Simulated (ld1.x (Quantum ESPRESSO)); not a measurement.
## What one change does to a pseudopotential (silver, PAW)

```
Element                 : Ag (Z = 47)
Generator               : ld1.x (Quantum ESPRESSO) 7.5
Type                    : PAW
Functional              : PBEsol
Relativity              : scalar-relativistic
Frozen core             : [Kr]
Valence charge          : 11
Reference configuration : 4d10 5s0 5p0 (charge +1)
Partial waves           : 5s (bound, empty): rcut 2.35, rcutus 2.85 bohr; 5s channel at 0.1 Ry: rcut 2.35, rcutus 2.85 bohr; 5p (bound, empty): rcut 2.05, rcutus 2.25 bohr; 5p channel at 0.3 Ry: rcut 2.05, rcutus 2.25 bohr; 4d (bound): rcut 1.60, rcutus 1.95 bohr; 4d channel at 0.85 Ry: rcut 1.60, rcutus 1.95 bohr
Local potential         : all-electron potential smoothed inside 1.80 bohr (lloc = -1)
Core correction         : Bessel-smoothed model core inside 1.30 bohr
Augmentation charge     : PSQ, inside the norm-conserving radii
```

Change: all radii but the core radius scaled by about 1.31 (s 3.74, p 2.96, d 2.56 bohr, rcut 3.08/2.68/2.10); local potential all-electron potential smoothed inside 2.36 bohr (lloc = -1).

Cutoffs: the cutoffs (Ry, on a coarse ladder) from which the occupation-weighted sum of valence levels, in a spherical-Bessel basis at the reference potential, stays within 10 and 1 mRy of its value at 400 Ry; they do not see the model core or the augmentation charge, which bear on the density cutoff. Errors are all-electron minus pseudo energies relative to the spin-unpolarised reference configuration.

What does the change do?

The potential gets softer (30 Ry and 50 Ry → 18 Ry and 25 Ry); the bound ghost in p, s disappears; of the 7 tests that both files solve, the error grows in 4 and shrinks in 3 by more than 15 % and 0.3 meV (median size 61.8 → 37.9 meV). A larger radius leaves more room for a smooth pseudo-wave, so fewer plane waves are needed.

| quantity | base | changed |
| --- | --- | --- |
| cutoff, loose | 30 Ry | 18 Ry |
| cutoff, tight | 50 Ry | 25 Ry |
| bound ghosts | p, s | none |
| error for 4d10 5s1 5p0, meV [ΔE -7.75 eV] | -5.1 | -3.9 |
| error for 4d9 5s0 5p0, meV [ΔE 22.11 eV] | -63 | -74 |
| error for 4d8 5s0 5p0, meV [ΔE 58.30 eV] | -369 | -481 |
| error for 4d9 5s1 5p0, meV [ΔE 5.42 eV] | -62 | -38 |
| error for 4d10 5s0 5p1, meV [ΔE -3.82 eV] | +0.3 | -1.1 |
| error for 4d9 5s1 5p1, meV [ΔE 0.86 eV] | -67 | -46 |
| error for 4d10 5s0.5 5p0, meV [ΔE -4.73 eV] | -0.5 | -1.1 |
| lowest overlap eigenvalue by channel | s 0.24, p 0.67, d 0.21 | s 0.23, p 0.55, d 0.88 |

 A true bound ghost makes a file unfit for plane-wave use even where its test errors are small: the radial tests pick states by their node count and pass the ghost by.
